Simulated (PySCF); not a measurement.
**Tl⁺: excitation energy**

Tl⁺ [Xe] 4f14 5d10 6s2 (1S) → Tl⁺ [Xe] 4f14 5d9 6s2 7s1 (3D), as a difference of total energies. Computed with PySCF 2.14 in aug-cc-pwCVTZ-PP with ECP60MDF (8s7p6d4f1g, 96 functions), with a scalar-relativistic core potential. Correlated levels: valence and next inner shell: nothing frozen outside the core potential. The calculations carry no spin-orbit coupling.

| method | excitation energy (cm⁻¹) |
| --- | --- |
| UHF | 167610 |
| LDA | 175500 |
| PBE | 173350 |
| PBE0 | 174080 |
| r2SCAN | 175500 |
| HSE06 | 174020 |
| revPBE | 172960 |
| BHandHLYP | 174030 |
| CAM-B3LYP | 173990 |
| MP2 (valence and next inner shell) | 177120 |
| SCS-MP2 (valence and next inner shell) | 175970 |

The upper state lies above the first ionisation limit, where it may autoionise and the basis confines it. A Rydberg-like electron needs more diffuse functions than a valence basis has.

The promoted electron is Rydberg-like, and one or two diffuse shells describe it only roughly, which tends to raise the upper state.
